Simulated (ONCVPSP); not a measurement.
## Before and after: ONCV potential for aluminium (Al)

- Element: aluminium (Al)
- Generator: ONCVPSP 4.0.1
- Type: optimised norm-conserving Vanderbilt (ONCV)
- Functional: LDA (Perdew-Zunger)
- Relativity: scalar-relativistic
- Frozen core: [He]
- Valence charge: 11
- Reference configuration: 2s2 2p6 3s2 3p0.75 (charge +0.25)
- Partial waves: 2s+3s: rc 1.20 bohr, ncon 3, nbas 8, qcut 11.6 1/bohr, 2 projectors; 2p+3p: rc 1.20 bohr, ncon 4, nbas 8, qcut 13.1 1/bohr, 2 projectors
- Local potential: polynomial inside 1.20 bohr (lpopt 5, dvloc0 0 Ha)
- Core correction: Teter function, fcfact 1.75, rcfact 1.8

Change: s: qcut 7.1.

Cutoffs: the cutoffs (Ha) at which the residual kinetic energy of the hardest occupied pseudo-wave falls to 1 and 0.1 mHa per electron; they do not see the model core or the augmentation charge, which bear on the density cutoff. Errors are all-electron minus pseudo energies relative to the spin-unpolarised reference configuration.

How do hardness, ghosts and transferability respond?

The potential gets neither clearly harder nor softer (62 Ha and 70 Ha → 62 Ha and 70 Ha); the p channel sets the loose cutoff, while the largest relative change is in s, which becomes softer; of the 4 tests that both files solve, the error grows in 0 and shrinks in 1 by more than 15 % and 0.3 meV (median size 0.6 → 0.4 meV); neither file shows a bound ghost.

| quantity | base | changed |
| --- | --- | --- |
| cutoff, loose | 62 Ha | 62 Ha |
| cutoff, tight | 70 Ha | 70 Ha |
| loose cutoff by channel | s 27 Ha, p 62 Ha | s 22 Ha, p 62 Ha |
| bound ghosts | none | none |
| GHOST(+) flags under 300 eV | none | none |
| error for 2s2 2p6 3s2 3p1, meV [ΔE -0.88 eV] | 0.0 | 0.0 |
| error for 2s2 2p6 3s2 3p0, meV [ΔE 4.97 eV] | +0.2 | +0.2 |
| error for 2s2 2p6 3s1 3p0, meV [ΔE 24.35 eV] | -1.0 | -0.7 |
| error for 2s2 2p6 3s0 3p0, meV [ΔE 52.78 eV] | -6.9 | -6.2 |
| s: phases at 1.22 bohr within 0.05 rad from the reference energy up to (Ha; the scan ends near 5) | to the end of the scan | to the end of the scan |
| p: phases at 1.22 bohr within 0.05 rad from the reference energy up to (Ha; the scan ends near 5) | to the end of the scan | to the end of the scan |
| rms error of d²Exc/dni dnj with the model core, mHa | 0.72 | 0.96 |
